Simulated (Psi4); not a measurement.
C$_{4}$H$_{5}$ (SMILES C1=CC[CH-]1), charge -1, singlet, geometry from GFN2-xTB (a gas-phase anion, which may not be bound at this level); MN15/def2-SVP run with Psi4 1.11.

Here is a job for Psi4.
```
memory 2 GB

molecule mol {
-1 1
C 
C  1 1.395761
C  1 1.395761 2 96.479464
C  2 1.527914 1 88.805565 3 0.000000
H  1 1.097060 2 131.760268 4 179.999999
H  2 1.098212 1 128.609425 5 -44.147771
H  3 1.098212 1 128.609425 5 -44.147770
H  4 1.102800 2 115.510401 6 104.978323
H  4 1.102800 8 107.522020 2 130.972440
}

set {
  basis def2-svp
  reference rks
}

energy('mn15')
print_variables()
```

What the program printed (banner, timings and long lists left out):

```
   => Loading Basis Set <=

    Name: DEF2-SVP
    Role: ORBITAL
    Keyword: BASIS

         ---------------------------------------------------------
                                   SCF
               by Justin Turney, Rob Parrish, Andy Simmonett
                          and Daniel G. A. Smith
                              RKS Reference
         ---------------------------------------------------------

  ==> Geometry <==

    Molecular point group: c1
    Full point group: C1

    Geometry (in Angstrom), charge = -1, multiplicity = 1:

       Center              X                  Y                   Z               Mass
    ------------   -----------------  -----------------  -----------------  -----------------
         C           -0.000000000476    -0.746637128663    -0.666639595699    12.000000000000
         C           -0.000000000476    -0.746637128663     0.729121404301    12.000000000000
         C           -0.000000000476     0.640208261258    -0.824147162423    12.000000000000
         C           -0.000000000476     0.780944875251     0.697271557950    12.000000000000
         H            0.000000013807    -1.564975904028    -1.397298402759     1.007825032230
         H           -0.597719829502    -1.362408016189     1.414414638623     1.007825032230
         H            0.597719839298     1.251636142000    -1.513318067740     1.007825032230
         H            0.889466588067     1.265099269581     1.133862385060     1.007825032230
         H           -0.889466589019     1.269382338548     1.129065342427     1.007825032230

  Running in c1 symmetry.

  Rotational constants: A =      0.46706  B =      0.44714  C =      0.24250 [cm^-1]
  Rotational constants: A =  14001.96754  B =  13404.95075  C =   7269.92826 [MHz]
  Nuclear repulsion =  106.247366429944805

  Charge       = -1
  Multiplicity = 1
  Electrons    = 30
  Nalpha       = 15
  Nbeta        = 15

  ==> Algorithm <==

  SCF Algorithm Type is DF.
  DIIS enabled.
  MOM disabled.
  Fractional occupation disabled.
  Guess Type is SAD.
  Energy threshold   = 1.00e-06
  Density threshold  = 1.00e-06
  Integral threshold = 1.00e-12

  ==> Primary Basis <==

  Basis Set: DEF2-SVP
    Blend: DEF2-SVP
    Number of shells: 39
    Number of basis functions: 81
    Number of Cartesian functions: 85
    Spherical Harmonics?: true
    Max angular momentum: 2

  ==> DFT Potential <==

   => LibXC <=

    Version 7.1.2
    S. Lehtola, C. Steigemann, M. J. T. Oliveira, and M. A. L. Marques,  SoftwareX 7, 1–5 (2018) (10.1016/j.softx.2017.11.002)

   => Composite Functional: MN15 <=

   MN15 Hybrid Meta-GGA Exchange-Correlation Functional

    H. S. Yu, X. He, S. L. Li, and D. G. Truhlar, Chem. Sci. 7, 5032-5051, 2016

    Deriv               =              1
    GGA                 =           TRUE
    Meta                =           TRUE

    Exchange Hybrid     =           TRUE
    MP2 Hybrid          =          FALSE

   => Exchange Functionals <=

    1.0000   XC_HYB_MGGA_X_MN15

   => Exact (HF) Exchange <=

    0.4400               HF

   => Correlation Functionals <=

    1.0000   XC_MGGA_C_MN15

   => LibXC Density Thresholds  <==

    XC_MGGA_C_MN15:  1.00E-15
    XC_HYB_MGGA_X_MN15:  1.00E-15

   => Molecular Quadrature <=

    Radial Scheme          =       TREUTLER
    Pruning Scheme         =           NONE
    Nuclear Scheme         =       TREUTLER

    Blocking Scheme        =         OCTREE
    BS radius alpha        =              1
    Pruning alpha          =              1
    Radial Points          =             75
    Spherical Points       =            302
    Total Points           =         192783
    Total Blocks           =           1502
    Max Points             =            256
    Max Functions          =             81
    Weights Tolerance      =       1.00E-15

   => Loading Basis Set <=

    Name: (DEF2-SVP AUX)
    Role: JKFIT
    Keyword: DF_BASIS_SCF

  ==> Integral Setup <==

  SCF_SUBTYPE=INCORE selected. In-core MEM_DF algorithm will be used.
  Using in-core AOs.

  ==> MemDFJK: Density-Fitted J/K Matrices <==

    J tasked:                   Yes
    K tasked:                   Yes
    wK tasked:                   No
    Algorithm:                 Core
    Schwarz Cutoff:           1E-12
    Mask sparsity (%):       0.0305
    Fitting Condition:        1E-10

   => Auxiliary Basis Set <=

  Basis Set: (DEF2-SVP AUX)
    Blend: DEF2-UNIVERSAL-JKFIT
    Number of shells: 130
    Number of basis functions: 390
    Number of Cartesian functions: 456
    Spherical Harmonics?: true
    Max angular momentum: 4

  Minimum eigenvalue in the overlap matrix is 6.4496489914E-04.
  Reciprocal condition number of the overlap matrix is 1.0362630720E-04.
    Using symmetric orthogonalization.

  ==> Pre-Iterations <==

  SCF Guess: Superposition of Atomic Densities via on-the-fly atomic UHF (no occupation information).

   -------------------------
    Irrep   Nso     Nmo
   -------------------------
     A         81      81
   -------------------------
    Total      81      81
   -------------------------

  ==> Iterations <==

                           Total Energy        Delta E     RMS |[F,P]|

   @DF-RKS iter SAD:  -154.64854086617686   -1.54649e+02   0.00000e+00
   @DF-RKS iter   1:  -154.51836853507211    1.30172e-01   1.05256e-02 ADIIS/DIIS
   @DF-RKS iter   2:  -154.37337440742192    1.44994e-01   1.28955e-02 ADIIS/DIIS
   @DF-RKS iter   3:  -154.96617711431026   -5.92803e-01   4.26792e-04 ADIIS/DIIS
   @DF-RKS iter   4:  -154.96665355886034   -4.76445e-04   1.62408e-04 ADIIS/DIIS
   @DF-RKS iter   5:  -154.96672605772270   -7.24989e-05   7.61966e-05 DIIS
   @DF-RKS iter   6:  -154.96674527417315   -1.92165e-05   9.59412e-06 DIIS
   @DF-RKS iter   7:  -154.96674562560062   -3.51427e-07   6.19436e-07 DIIS
  Energy and wave function converged.

  ==> Post-Iterations <==

   Electrons on quadrature grid:
      Ntotal   =   30.0000153058 ; deviation = 1.531e-05

    Orbital Energies [Eh]
    ---------------------

    Doubly Occupied:

       1A     -9.824818     2A     -9.815036     3A     -9.775144
       4A     -9.775125     5A     -0.646213     6A     -0.451904
       7A     -0.408617     8A     -0.319126     9A     -0.277102
      10A     -0.245633    11A     -0.174981    12A     -0.133604
      13A     -0.121676    14A     -0.062909    15A      0.053424

    Virtual:

      16A      0.290524    17A      0.309144    18A      0.332297
      19A      0.335436    20A      0.360940    21A      0.378190
      22A      0.454651    23A      0.456238    24A      0.576190
      25A      0.620809    26A      0.673782    27A      0.674579
      28A      0.719274    29A      0.731684    30A      0.752188
      31A      0.777579    32A      0.802943    33A      0.834659
      34A      0.841832    35A      0.862667    36A      0.903647
      37A      0.910050    38A      0.928527    39A      0.930190
      40A      0.938412    41A      0.949095    42A      1.011832
      43A      1.090166    44A      1.126332    45A      1.164764
      46A      1.172922    47A      1.441103    48A      1.589137
      49A      1.615178    50A      1.680775    51A      1.735741
      52A      1.829539    53A      1.837366    54A      1.882621
      55A      1.916314    56A      1.956916    57A      1.989673
      58A      2.010491    59A      2.059084    60A      2.106800
      61A      2.159240    62A      2.175843    63A      2.210876
      64A      2.268035    65A      2.317426    66A      2.381118
      67A      2.401399    68A      2.463821    69A      2.473407
      70A      2.569934    71A      2.601627    72A      2.700920
      73A      2.763778    74A      2.803501    75A      2.874547
      76A      2.948427    77A      2.991377    78A      3.006418
      79A      3.173031    80A      3.299677    81A      3.456331

    Final Occupation by Irrep:
              A
    DOCC [    15 ]
    NA   [    15 ]
    NB   [    15 ]

  @DF-RKS Final Energy:  -154.96674562560062

   => Energetics <=

    Nuclear Repulsion Energy =            106.2473664299448046
    One-Electron Energy =                -424.7106101955379813
    Two-Electron Energy =                 177.0438031550892504
    DFT Exchange-Correlation Energy =     -13.5473050150967094
    Empirical Dispersion Energy =           0.0000000000000000
    VV10 Nonlocal Energy =                  0.0000000000000000
    Total Energy =                       -154.9667456256006233

Computation Completed

Properties will be evaluated at   0.000000,   0.000000,   0.000000 [a0]

Properties computed using the SCF density matrix

 Multipole Moments:

 ------------------------------------------------------------------------------------
     Multipole            Electronic (a.u.)      Nuclear  (a.u.)        Total (a.u.)
 ------------------------------------------------------------------------------------

 L = 1.  Multiply by 2.5417464519 to convert [e a0] to [Debye]
 Dipole X            :          0.0000001            0.0000000            0.0000001
 Dipole Y            :         -0.7333078            0.8050368            0.0717289
 Dipole Z            :         -0.6547381            0.7187821            0.0640441
 Magnitude           :                                                    0.0961597

 ------------------------------------------------------------------------------------

  Variable Map:
  ----------------------------------------------------------------------------
  "CURRENT ENERGY"              =>    -154.966745625601
  "CURRENT REFERENCE ENERGY"    =>    -154.966745625601
  "DD SOLVATION ENERGY"         =>       0.000000000000
  "DFT FUNCTIONAL TOTAL ENERGY" =>    -154.966745625601
  "DFT TOTAL ENERGY"            =>    -154.966745625601
  "DFT VV10 ENERGY"             =>       0.000000000000
  "DFT XC ENERGY"               =>     -13.547305015097
  "GRID ELECTRONS ALPHA"        =>      15.000007652897
  "GRID ELECTRONS BETA"         =>      15.000007652897
  "GRID ELECTRONS TOTAL"        =>      30.000015305795
  "NUCLEAR REPULSION ENERGY"    =>     106.247366429945
  "ONE-ELECTRON ENERGY"         =>    -424.710610195538
  "PCM POLARIZATION ENERGY"     =>       0.000000000000
  "PE ENERGY"                   =>       0.000000000000
  "SCF ITERATION ENERGY"        =>    -154.966745625601
  "SCF ITERATIONS"              =>       7.000000000000
  "SCF TOTAL ENERGY"            =>    -154.966745625601
  "TWO-ELECTRON ENERGY"         =>     177.043803155089
  "XC GRID RADIAL POINTS"       =>      75.000000000000
  "XC GRID SPHERICAL POINTS"    =>     302.000000000000
  "XC GRID TOTAL POINTS"        =>  192783.000000000000

  Array Variable Map:
  ----------------------------------------------------------------------------
  "CURRENT DIPOLE"              =>       0.000000087320 ... 0.064044065973 1 by 3
  "SCF DIPOLE"                  =>       0.000000087320 ... 0.064044065973 1 by 3
  "SCF TOTAL ENERGIES"          =>    -154.648540866177 ... -154.966745625601 1 by 8
```
